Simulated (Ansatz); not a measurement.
`C[CH2][GaH][Cl]` + `CNCO` → `CN(C)CO` + `[CH3][GaH][Cl]`  (substitution at a C–C bond)

Gas-phase electronic energies from Ansatz, PBE0-D4/def2-TZVP geometries. CBS: MP2 limit from def2 TZ/QZ plus the TZ coupled-cluster correction, frozen cores. DFT in def2-TZVPP. B3LYP here is the variant with VWN-RPA as its local correlation; programs differ in this. For Ga outer-core shells are correlated without core-valence functions, which leaves a few kJ/mol of doubt a bond. Scalar relativity is left out up to krypton. Each species was taken in one conformer, which may not be the lowest.

```
             level  ΔE (kJ/mol)
            PBE-D4          3.0
          B3LYP-D4          2.6
        r2SCAN0-D4          1.8
          BHLYP-D4          3.0
            revPBE          9.4
      MP2/def2-SVP         -3.0
     CCSD/def2-SVP         -1.8
SCS-MP2/def2-QZVPP          3.2
```

What does CCSD(T)/CBS give? (An estimate is asked.)

Computed: +3.7 kJ/mol. The listed levels differ from it by -0.7, -1.1, -1.9, -0.7, 5.7, -6.7, -5.5, -0.5 kJ/mol.

Largest T1 diagnostic among the species: 0.011.

In def2-TZVPP, CCSD(T) changes the Hartree–Fock value by −6.1 kJ/mol (the triples alone add −1.6 kJ/mol) and MP2 by −7.0 kJ/mol. At CCSD(T), def2-SVP lies −6.9 kJ/mol from the extrapolated value and def2-TZVPP −3.1 kJ/mol.
